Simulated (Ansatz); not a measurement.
Consider the β-hydride elimination: `COBF` → `BF` + `C=O`.

Isolated molecules relaxed with PBE0-D4/def2-TZVP in Ansatz; ΔE leaves out vibrations. CBS: MP2 limit from def2 TZ/QZ plus the TZ coupled-cluster correction, frozen cores. This one scheme is used for every species. DFT in def2-TZVPP. B3LYP here is the variant with VWN-RPA as its local correlation; programs differ in this. One conformer a species, not always the lowest.

```csv
level,ΔE (kJ/mol),difference from CCSD(T)/CBS
revPBE-D4,249.6,-12.0
BLYP-D4,241.8,-19.8
B97M-V,268.3,6.7
PBE0-D4,274.9,13.3
B2PLYP,253.8,-7.8
PBE,258.0,-3.6
PBE0,270.8,9.2
B3LYP,248.9,-12.7
SCS-MP2/def2-TZVPP,250.5,-11.1
CCSD/CBS(def2),262.0,0.4
CCSD(T)/CBS,261.6,0
```

Largest T1 diagnostic among the species: 0.015.

From r2SCAN to r2SCAN0 (25 % exact exchange), in def2-TZVPP and without D4, ΔE moves by +8.8 kJ/mol. In def2-TZVPP, CCSD(T) changes the Hartree–Fock value by +16.5 kJ/mol (the triples alone add −0.5 kJ/mol) and MP2 by +23.3 kJ/mol.
